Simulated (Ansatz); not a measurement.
`[SiH3]NBS` + `C[CH2][AlH][SiH3]` → `[SiH3]BN[SiH3]` + `C[CH2][AlH][SH]`  (redistribution)

Gas-phase electronic energies from Ansatz, PBE0-D4/def2-TZVP geometries. CCSD(T)/CBS is the MP2 limit (def2-TZVPP, def2-QZVPP) plus CCSD(T) − MP2 in def2-TZVPP, frozen cores. Functionals use def2-TZVPP. B3LYP here is the variant with VWN-RPA as its local correlation; programs differ in this. One conformer a species, not always the lowest.

```json
{"level": "ωB97X-V", "ΔE (kcal/mol)": "-6.6", "difference from CCSD(T)/CBS": "0.7"}
{"level": "ωB97M-V", "ΔE (kcal/mol)": "-7.6", "difference from CCSD(T)/CBS": "-0.3"}
{"level": "B2PLYP", "ΔE (kcal/mol)": "-6.5", "difference from CCSD(T)/CBS": "0.8"}
{"level": "PBE", "ΔE (kcal/mol)": "-4.8", "difference from CCSD(T)/CBS": "2.5"}
{"level": "r2SCAN", "ΔE (kcal/mol)": "-6.3", "difference from CCSD(T)/CBS": "1.0"}
{"level": "PBE0", "ΔE (kcal/mol)": "-5.0", "difference from CCSD(T)/CBS": "2.3"}
{"level": "B3LYP", "ΔE (kcal/mol)": "-5.9", "difference from CCSD(T)/CBS": "1.4"}
{"level": "HF/def2-TZVPP", "ΔE (kcal/mol)": "-6.3", "difference from CCSD(T)/CBS": "1.0"}
{"level": "CCSD(T)/def2-TZVPP", "ΔE (kcal/mol)": "-6.6", "difference from CCSD(T)/CBS": "0.7"}
{"level": "SCS-MP2/def2-QZVPP", "ΔE (kcal/mol)": "-7.4", "difference from CCSD(T)/CBS": "-0.1"}
{"level": "CCSD(T)/CBS", "ΔE (kcal/mol)": "-7.3", "difference from CCSD(T)/CBS": "0"}
```

Largest T1 diagnostic among the species: 0.014.

The D4 term adds −1.0 kcal/mol with B3LYP and −0.5 kcal/mol with PBE0; it sums over pairs of atoms, weighted by their polarisabilities, and B3LYP, whose exchange is more repulsive, gets the larger term.
